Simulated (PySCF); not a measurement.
Gas-phase reaction: 2 GaH2Cl + 2 HCl = 2 GaCl2 + 3 H2

Computed with PySCF (xtb for GFN2) and rigid-rotor harmonic-oscillator thermochemistry at 1 bar. † marks an energy on the PBE0/def2-TZVP geometry and frequencies; other levels use their own. MP2 and CCSD(T) freeze the core. Open shells (unrestricted): GaCl2 (multiplicity 2); the rest are closed-shell singlets. GFN2 has no spin-polarisation term. B3LYP is the form with VWN-RPA correlation. Ga: all electrons, no relativistic terms. GaH2Cl, GaCl2: computed as isolated molecules; such fragments, hydroxides, amides, oligomers or adducts are transient or little studied in the gas. MP2 isn't extrapolated to the basis-set limit; its ΔH°(298 K) is 16.9 kJ in def2-SVP and 13.3 kJ in def2-TZVPP. CCSD(T) isn't extrapolated to the basis-set limit; its ΔH°(298 K) is 29.0 kJ in def2-SVP and 28.4 kJ in def2-TZVPP. The harmonic model lacks anharmonicity and excited electronic states, which grow with temperature; levels with a mode under 35 cm⁻¹ are left out. Soft modes under 120 cm⁻¹ make the harmonic entropy rough for GaCl2.

```tsv
level	ΔE electronic, kJ	ΔH°(298 K), kJ	ΔS°(298 K), J/K	ΔG°(800 K), kJ
B3LYP/def2-TZVP†	-1	-10	94	-92
CCSD(T)/def2-SVP†	39	29	94	-53
CCSD(T)/def2-TZVPP†	38	28	94	-53
GFN2-xTB	-63	-68	103	-155
MP2/def2-TZVPP†	23	13	94	-68
PBE0/def2-TZVP	15	5	94	-77
r2SCAN/def2-TZVP†	-9	-18	94	-100
LDA/def2-TZVP†	52	43	94	-39
```
ΔH° is lowest at GFN2-xTB and highest at LDA/def2-TZVP†. No reference value is set beside these.
